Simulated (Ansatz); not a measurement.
Cost and result for the atomization energy of C2H4BN, SMILES `CB1C=N1` (8 atoms, 8 bonds).

The species carries charge 0 and has multiplicity 1. The geometry is a stationary point of PBE0-D4/def2-TZVP. Program: Ansatz. All runs use 2 threads of an Arm Neoverse V2 on a shared host. Times are those of one run each, without the atoms' runs, and a repeat can differ threefold. Electronic energies, without spin–orbit coupling; frozen cores. CCSD(T)/CBS adds CCSD(T) − MP2 in def2-TZVPP to the MP2 limit, and its time is that of the two runs behind it. T1 = 0.011.

CCSD(T)/CBS is a level of theory with its own doubt, some kJ/mol a heavy atom from the limit and from the frozen cores, so smaller differences don't rank the functionals.

```tsv
level	functions	wall time
LDA (SPW92)/def2-TZVPP	180	0.8 s
revPBE-D4/def2-TZVPP	180	1.2 s
CCSD(T)/def2-SVP	76	1.4 s
BLYP-D4/def2-TZVPP	180	1.4 s
PBE-D4/def2-TZVPP (with forces)	180	1.6 s
PBE0-D4/def2-TZVPP	180	1.7 s
r2SCAN-D4/def2-TZVPP (with forces)	180	2.9 s
PBE-QIDH/def2-TZVPP	180	3 s
ωB97X-V/def2-TZVPP	180	5.5 s
ωB97M-V/def2-TZVPP (with forces)	180	6.5 s
MP2/def2-QZVPP	348	10 s
CCSD(T)/def2-TZVPP	180	26 s
CCSD(T)/CBS(def2)	–	36 s
```

Question: What atomization energy does each give, and how far from CCSD(T)/CBS? (An estimate is asked.)

Answer: Computed: 
```csv
level,atomization (kJ/mol),difference from CCSD(T)/CBS,per bond
LDA (SPW92)/def2-TZVPP,3800.6,520.7,65.1
revPBE-D4/def2-TZVPP,3325.4,45.5,5.7
CCSD(T)/def2-SVP,3142.3,-137.6,-17.2
BLYP-D4/def2-TZVPP,3324.0,44.1,5.5
PBE-D4/def2-TZVPP (with forces),3417.0,137.1,17.1
PBE0-D4/def2-TZVPP,3344.2,64.3,8.0
r2SCAN-D4/def2-TZVPP (with forces),3317.3,37.4,4.7
PBE-QIDH/def2-TZVPP,3299.2,19.3,2.4
ωB97X-V/def2-TZVPP,3316.3,36.4,4.6
ωB97M-V/def2-TZVPP (with forces),3328.2,48.3,6.0
MP2/def2-QZVPP,3324.4,44.5,5.6
CCSD(T)/def2-TZVPP,3195.4,-84.5,-10.6
CCSD(T)/CBS(def2),3279.9,0.0,0.0
```

Leaving LDA and LC-ωPBE aside and taking each functional with its dispersion term where it has one, the values, not all of them listed here, spread over 208.7 kJ/mol, from BHLYP-D4 to PBE-D4. LDA lies +394.7 kJ/mol from PBE without D4, its usual overbinding. From PBE to PBE0 (25 % exact exchange), in def2-TZVPP and without D4, the atomization energy moves by −71.0 kJ/mol: exact exchange takes away binding that semilocal exchange gives to molecules. At CCSD(T), def2-SVP lies −137.6 kJ/mol from the extrapolated value and def2-TZVPP −84.6 kJ/mol: correlation converges slowly with the basis, and small sets miss more of it in the bonded molecule than in its fragments.
